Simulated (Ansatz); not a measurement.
`C[NH2+][InH-]([CH3])[CH3]` from Hartree–Fock to CCSD(T)

```xyz
17

C     0.698    1.899    0.005
N     1.440    0.639   -0.066
In    0.028   -1.306   -0.035
C    -1.100   -0.822   -1.831
C    -0.882   -0.921    1.903
H     0.107    1.910    0.921
H     0.010    1.953   -0.838
H     1.346    2.780   -0.009
H     2.086    0.556    0.711
H     1.996    0.596   -0.912
H     1.331   -2.464   -0.142
H    -1.699   -1.680   -2.145
H    -0.435   -0.569   -2.662
H    -1.782    0.014   -1.664
H    -1.574   -0.077    1.861
H    -1.446   -1.795    2.237
H    -0.124   -0.713    2.664
```

The species carries charge 0 and has multiplicity 1. Correlated methods include outer-core shells of In, which these sets cover unevenly. In takes the def2 core potential. All single points use the PBE0-D4/def2-TZVP geometry. It is one conformer, not always the lowest. Frozen core, restricted reference, Ansatz 0.2.0.

```tsv
basis	HF (Eh)	MP2 corr.	CCSD corr.	(T)	CCSD(T) total
def2-SVP	?	-0.72776	?	-0.02223	?
def2-TZVPP	-364.30200	?	–	–	–
def2-QZVPP	-364.31210	?	–	–	–
```

(1) Fill in the withheld values. (An estimate is asked.)

Results:

(1) Computed: def2-SVP HF (Eh): -364.09731; def2-SVP CCSD corr.: -0.80180; def2-SVP CCSD(T) total: -364.92134; def2-TZVPP MP2 corr.: -1.07935; def2-QZVPP MP2 corr.: -1.31741.
